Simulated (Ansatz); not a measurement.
Ansatz (a program for electronic structure) input (CCSD(T)/def2-TZVPP):

Ansatz 0.2 input:
```yaml
crystal:
  periodic: [false, false, false]
  atoms:
    - {symbol: Si, position_ang: [0.47066539, -0.16821230, 0.69309430]}
    - {symbol: Br, position_ang: [-0.30554667, -1.77990946, -0.68183742]}
    - {symbol: Br, position_ang: [-0.46397419, 1.84856812, 0.30636999]}
    - {symbol: N, position_ang: [2.13808283, -0.00716241, 0.36907210]}
    - {symbol: H, position_ang: [2.72414256, -0.81146223, 0.20598770]}
    - {symbol: H, position_ang: [2.65319225, 0.81351818, 0.64854732]}
basis:
  gaussian:
    orbitals: def2-TZVPP
magnetization: {spin_polarized: true, initial_magnetization: 1}
correlation: {method: ccsd_t, electrons: outside_noble_gas}
```

Output:

```
Functional definition: HF
integrals: 1.28 GiB planned
1250 factors; integrals over basis functions are off by at most 1.5e-3 eV
mean field: 1.57 GiB planned
mean field evaluation 1: about -149374.3234 eV, gradient 2.4e1 eV
mean field evaluation 2: about -149374.3288 eV, gradient 2.4e1 eV
mean field evaluation 4: about -149377.2463 eV, gradient 2.6e0 eV
mean field evaluation 8: about -149377.3615 eV, gradient 1.8e-1 eV
mean field evaluation 16: about -149376.3901 eV, gradient 1.4e1 eV
mean field -149377.36241516 eV, -5489.5168171443 hartree, gradient 2.6e-6 eV, S^2 0.759129; 0 other end points of the search recorded, 0 dependent functions left out
34 core orbitals not correlated
reference -149377.36241516 eV, -5489.5168171443 hartree; 13, 12 occupied and 150, 151 virtual orbitals, 1250 factors
second order -17.09584283 eV of doubles, -0.00000000 eV of singles
coupled cluster: 2.64 GiB planned
cycle   1  -17.70381571 eV  change   -6.1e-1 eV  update   8.9e-2
cycle   2  -18.08776777 eV  change   -3.8e-1 eV  update   2.7e-2
cycle   3  -18.17362269 eV  change   -8.6e-2 eV  update   1.6e-2
cycle   4  -18.16504908 eV  change    8.6e-3 eV  update   5.8e-3
cycle   5  -18.16479961 eV  change    2.5e-4 eV  update   3.0e-3
cycle   6  -18.16559425 eV  change   -7.9e-4 eV  update   1.1e-3
cycle   7  -18.16578496 eV  change   -1.9e-4 eV  update   4.6e-4
cycle   8  -18.16593839 eV  change   -1.5e-4 eV  update   1.6e-4
cycle   9  -18.16592151 eV  change    1.7e-5 eV  update   7.1e-5
cycle  10  -18.16588619 eV  change    3.5e-5 eV  update   3.0e-5
cycle  11  -18.16590755 eV  change   -2.1e-5 eV  update   1.7e-5
perturbative correction -0.78289359 eV, -0.0287708088 hartree
Total energy: -149396.31121631 eV, -5490.2131727424 hartree
```

It need not be the lowest isomer of its formula.
